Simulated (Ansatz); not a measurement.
Geometry optimisation, Ansatz, RKS PBE/def2-SVP.

Input file:

```yaml
crystal:
  periodic: [false, false, false]
  atoms:
    - { symbol: Al, position_ang: [-1.814186, 1.047193, 0.281826] }
    - { symbol: O, position_ang: [0.989266, 0.27955, -0.943012] }
    - { symbol: C, position_ang: [0.91835, -0.991326, -1.57736] }
    - { symbol: H, position_ang: [-2.372422, -0.335648, -0.269635] }
    - { symbol: H, position_ang: [-2.00697, 2.505206, -0.333084] }
    - { symbol: H, position_ang: [0.643413, -0.482958, 2.09636] }
    - { symbol: O, position_ang: [-1.111397, 0.927351, 1.960694] }
    - { symbol: H, position_ang: [1.463568, 0.142996, -0.102579] }
    - { symbol: F, position_ang: [1.443611, -0.851059, 1.829056] }
    - { symbol: H, position_ang: [0.249147, -0.898626, -2.455408] }
    - { symbol: H, position_ang: [0.507181, -1.780203, -0.907442] }
    - { symbol: H, position_ang: [1.916215, -1.330022, -1.941031] }
    - { symbol: H, position_ang: [-0.825776, 1.767547, 2.361615] }
basis:
  gaussian: { orbitals: def2-SVP }
hamiltonian:
  xc: pbe
relax:
  f_tol: 0.03
  max_steps: 50
output:
  orbitals: {}
```

Launched with:

```bash
$ ansatz run input.yaml --threads 2 --pin off --max-ram 3072MiB --backend cpu --events-out ev --progress --plain --runs-dir out
```

**Question.** Where does it end, and by what steps?

**Answer.** It converged. After 13 steps the energy has fallen by 1.473 eV; Al1 moved furthest, 0.71 Å. Joined: Al1–O2 (3.15 → 1.94 Å).

```json
{"step": "0", "energy less start (eV)": "0.0000", "largest force component (eV/Å)": "1.408", "accepted": "yes"}
{"step": "1", "energy less start (eV)": "-0.4180", "largest force component (eV/Å)": "0.875", "accepted": "yes"}
{"step": "2", "energy less start (eV)": "-0.8038", "largest force component (eV/Å)": "1.054", "accepted": "yes"}
{"step": "3", "energy less start (eV)": "-1.1646", "largest force component (eV/Å)": "0.520", "accepted": "yes"}
{"step": "4", "energy less start (eV)": "-1.3349", "largest force component (eV/Å)": "1.091", "accepted": "yes"}
{"step": "5", "energy less start (eV)": "-1.4085", "largest force component (eV/Å)": "0.753", "accepted": "yes"}
{"step": "6", "energy less start (eV)": "-1.4516", "largest force component (eV/Å)": "0.329", "accepted": "yes"}
{"step": "7", "energy less start (eV)": "-1.4645", "largest force component (eV/Å)": "0.263", "accepted": "yes"}
{"step": "8", "energy less start (eV)": "-1.4660", "largest force component (eV/Å)": "0.356", "accepted": "yes"}
{"step": "9", "energy less start (eV)": "-1.4718", "largest force component (eV/Å)": "0.088", "accepted": "yes"}
{"step": "10", "energy less start (eV)": "-1.4722", "largest force component (eV/Å)": "0.045", "accepted": "yes"}
{"step": "11", "energy less start (eV)": "-1.4726", "largest force component (eV/Å)": "0.037", "accepted": "yes"}
{"step": "12", "energy less start (eV)": "-1.4726", "largest force component (eV/Å)": "0.044", "accepted": "no"}
{"step": "13", "energy less start (eV)": "-1.4728", "largest force component (eV/Å)": "0.021", "accepted": "yes"}
```

```xyz
13
Properties=species:S:1:pos:R:3
Al -1.223 0.714 0.066
O 0.515 0.086 -0.525
C 0.695 -0.919 -1.533
H -2.196 -0.500 -0.317
H -1.445 2.214 -0.451
H 0.481 0.146 1.947
O -0.717 0.703 1.829
H 1.071 -0.129 0.334
F 1.417 -0.313 1.714
H 0.172 -0.592 -2.451
H 0.280 -1.897 -1.211
H 1.774 -1.025 -1.757
H -0.825 1.513 2.355
```

Whether the end is a true minimum wasn't checked by a vibrational analysis.

Run time: 12 s on 2 threads of AMD EPYC 9R45 96-Core Processor (Zen 5), with other jobs on the host, peak memory 0.18 GiB.
